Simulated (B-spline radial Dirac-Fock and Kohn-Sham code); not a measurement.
System: Ca¹⁴⁺, configuration [He] 2s2 2p2. The computed values come from a radial B-spline solver: a relativistic central-field model (Hartree-Slater potential of the initial state, Latter tail, multipole expansion of the photon field, Dirac-Fock thresholds).

Question: Which of the sources Mg Kα (1253.6 eV), Cr Kα (5414.7 eV), Ga Kα (9251.7 eV), Ag Kα (22162.9 eV) can ionise the 2p3/2 level, and how does the cross section change among them?

Answer: The computed threshold is 888.3 eV, so all of them can. Cross sections: Mg Kα 37.6 kb, Cr Kα 0.313 kb, Ga Kα 0.0478 kb, Ag Kα 0.00185 kb. From the first to the last it falls by a factor of 20000.
